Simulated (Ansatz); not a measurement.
Born–Oppenheimer molecular dynamics of a periodic cell of 18 atoms, H12CO5 (contents 4 H2O + 1 CH3OH, density as packed 0.92 g/cm³ with natural masses). It starts from a partly relaxed structure (largest force component 0.23 eV/Å).

The calculation used Ansatz 0.2.0, DFT PBE-D3(BJ), scalar-relativistic, plane waves, PAW. Settings: accuracy low, cutoff 420 eV, k mesh 1x1x1, fermi-dirac smearing 0.02 eV, no spin polarisation.

- ensemble: NVT, Langevin thermostat
- time step: 0.5 fs
- steps asked: 300
- set temperature: 1500 K
- friction: 0.02 /fs
- masses: H 2.014 u
- seed: 453418

First frame:

```xyz
18
Lattice="5.7185 0.0000 0.0000 0.0000 5.7185 0.0000 0.0000 0.0000 5.7185" Properties=species:S:1:pos:R:3
O 1.466 5.356 3.449
H 1.563 4.395 3.324
H 0.510 5.466 3.592
O 5.252 2.751 2.941
H 6.089 2.413 2.529
H 4.576 2.674 2.238
O 3.344 2.567 4.971
H 3.352 3.491 5.300
H 4.084 2.556 4.320
O 1.972 1.884 1.960
H 2.185 1.841 1.010
H 1.934 0.958 2.309
C 4.918 5.492 1.023
O 3.850 5.372 0.092
H 5.372 4.500 1.129
H 3.605 6.261 -0.221
H 5.694 6.200 0.677
H 4.538 5.813 2.023
```

Q: What does the run give?

A: The run went to its last step.

```yaml
steps_done: 300
time_covered: 150 fs
mean_temperature_over_the_second_half: 1400 K
spread_of_the_potential_energy_over_the_second_half: 25.3 meV per atom
mean_potential_energy_of_the_second_half_above_the_start: 151.0 meV per atom
```

A run of 0.15 ps of so small a system gives no equilibrium averages. Limits of this set-up: coarse k mesh, low accuracy level.

Q: What happens to the structure?

A: Mean squared displacements from the first frame to the last, about the centre of mass: O 0.85 Å², H 2.25 Å², C 0.88 Å². Another seed would give other details.

Q: How do temperature and energy run in time?

A: 
| time (fs) | T (K) | potential energy less start (eV) |
| --- | --- | --- |
| 0.0 | 1417 | 0.000 |
| 12.5 | 1193 | 1.128 |
| 25.0 | 1062 | 2.713 |
| 37.5 | 1375 | 2.443 |
| 50.0 | 1484 | 1.920 |
| 62.5 | 1460 | 1.984 |
| 75.0 | 1624 | 2.599 |
| 87.5 | 1338 | 2.999 |
| 100.0 | 976 | 3.396 |
| 112.5 | 1030 | 3.813 |
| 125.0 | 1330 | 2.768 |
| 137.5 | 1523 | 2.255 |
| 150.0 | 1590 | 2.089 |

Time of the run: 3.9 min on 1 thread of Arm Neoverse V1 (shared host), peak memory 0.32 GiB.
